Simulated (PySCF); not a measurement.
**InBr₂ + HF → InHF + Br₂**

Level: PBE0 in the def2-TZVP basis family, computed in PySCF with density fitting; scalar-relativistic core potentials for atoms from Rb on, none lighter, no spin–orbit coupling; open shells unrestricted.

```csv
species,state and structure,E (Eh),ZPE (kJ/mol),H(298 K) − H(0) (kJ/mol),S° (J/(mol K))
InBr₂,"doublet, C2v, In–Br 2.505 Å (×2); Br–In–Br 121.4°",-5337.95275,3.1,14.8,336.9
HF,"singlet, C∞v, H–F 0.920 Å",-100.39188,24.9,8.7,173.6
InHF,"doublet, Cs, In–F 1.970 Å, In–H 1.779 Å; F–In–H 113.7°",-290.52000,14.8,11.2,269.4
Br₂,"singlet, D∞h, Br–Br 2.281 Å",-5147.70672,2.0,9.7,244.8
```

Q: What is the electronic reaction energy?

A: At PBE0/def2-TZVP, ΔE = 309.6 kJ/mol from the differences of the total energies times 2625.5, uphill. 

Q: Add zero-point, thermal and entropy terms for 298.15 K and 1 bar.

A: ΔZPE = -11.2 and Δ[H(298) − H(0)] = -2.6 kJ/mol give ΔH° = 295.8 kJ/mol. ΔS° = 3.7 J/(mol K), so ΔG° = 295.8 − 298.15 × (0.0037) = 295 kJ/mol.

The structures come from searches over a few start shapes, so lower isomers are not excluded.
